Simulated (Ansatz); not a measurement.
Species: GeCl, net charge 1, singlet state. 
Coordinates optimised at B3LYP-D3(BJ)/def2-TZVP (Ansatz, a program for electronic structure):
```xyz
2

Cl     0.0000     0.0000    -1.3563
Ge     0.0000     0.0000     0.7205
```
Charge +1, spin multiplicity 1.

Basis-set convergence of Hartree-Fock and MP2 correlation energies (hartree) with Ansatz. Cores are frozen in the correlated levels unless marked. No spin-orbit coupling. The frozen core is the preceding noble-gas configuration, with the filled d and f shells of earlier blocks. No relativistic terms.

```csv
basis,functions,E(HF),"E(corr, MP2)"
def2-SVPD,65,-2534.22096,-0.20046
def2-TZVPPD,105,-2534.64127,-0.25302
def2-QZVPPD,174,-2534.69499,-0.27542
```

Extrapolating the two largest sets (X = 3 and 4) as X^-3: E(corr) = (64·(-0.27542) - 27·(-0.25302))/37 = -0.2918 Eh, an estimate of the basis-set limit. The largest set recovers 94.4 % of it, the smallest 68.7 %.
